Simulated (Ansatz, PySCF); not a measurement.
C3H7NOSi, SMILES [SiH2]1NCC=CO1. Atoms are numbered in the order given.

```xyz
13

C      1.3237    -0.9812    -0.2546
C      1.5618     0.2390     0.2509
O      0.6265     1.1648     0.6030
Si    -0.9791     0.9432     0.1258
N     -1.1276    -0.7630    -0.0389
C     -0.0268    -1.6071    -0.4923
H      2.1933    -1.5940    -0.5045
H      2.5832     0.5952     0.4190
H     -1.1600     1.7503    -1.1172
H     -1.9035     1.4521     1.1718
H     -2.0281    -1.2263    -0.0051
H     -0.1159    -1.8741    -1.5683
H     -0.0592    -2.5715     0.0513
```

Coordinates come from a B3LYP-D3(BJ)/def2-SVP optimisation. The structure was generated by enumeration, and PubChem lists no compound with its InChIKey, so it may never have been made. One conformer was computed; it need not be the lowest.

Two levels are set side by side: PBE-D3(BJ)/def2-SVP (Ansatz, a first-principles code) and B3LYP-D3(BJ)/def2-SVP (Ansatz). Each level has its own optimised geometry; the coordinates shown are those of the second. Frequencies come from the Hessian of PySCF at each geometry. Differences are taken from unrounded values.

```
quantity                            B3LYP-D3(BJ)
----------------------------------  ------------
mean bond length (Å)                       1.345
bond C1–C2 (Å)                             1.342
bond C1–C6 (Å)                             1.507
bond C2–O3 (Å)                             1.362
bond O3–Si4 (Å)                            1.690
bond Si4–N5 (Å)                            1.721
bond N5–C6 (Å)                             1.459
bond C1–H7 (Å)                             1.093
bond C2–H8 (Å)                             1.095
bond Si4–H9 (Å)                            1.493
bond Si4–H10 (Å)                           1.486
bond N5–H11 (Å)                            1.013
bond C6–H12 (Å)                            1.112
bond C6–H13 (Å)                            1.108
highest harmonic wavenumber (cm⁻¹)          3621
mean harmonic wavenumber (cm⁻¹)             1322
zero-point energy (kcal/mol)               62.38
```

### Question
What does PBE-D3(BJ) give, and how far is it from B3LYP-D3(BJ)? (Estimate from the structure and the level; the computed values follow.)

### Answer

```csv
quantity,PBE-D3(BJ),PBE-D3(BJ) minus B3LYP-D3(BJ)
mean bond length (Å),1.353,0.009
bond C1–C2 (Å),1.353,0.011
bond C1–C6 (Å),1.508,0.001
bond C2–O3 (Å),1.367,0.005
bond O3–Si4 (Å),1.707,0.017
bond Si4–N5 (Å),1.729,0.008
bond N5–C6 (Å),1.460,0.001
bond C1–H7 (Å),1.101,0.008
bond C2–H8 (Å),1.104,0.009
bond Si4–H9 (Å),1.507,0.014
bond Si4–H10 (Å),1.498,0.013
bond N5–H11 (Å),1.020,0.007
bond C6–H12 (Å),1.122,0.009
bond C6–H13 (Å),1.117,0.009
highest harmonic wavenumber (cm⁻¹),3551,-70
mean harmonic wavenumber (cm⁻¹),1283,-39
zero-point energy (kcal/mol),60.54,-1.84
```

GGA bonds tend to be longer and softer than those of functionals with exact exchange. Differences between two approximate levels are no errors against the true value.
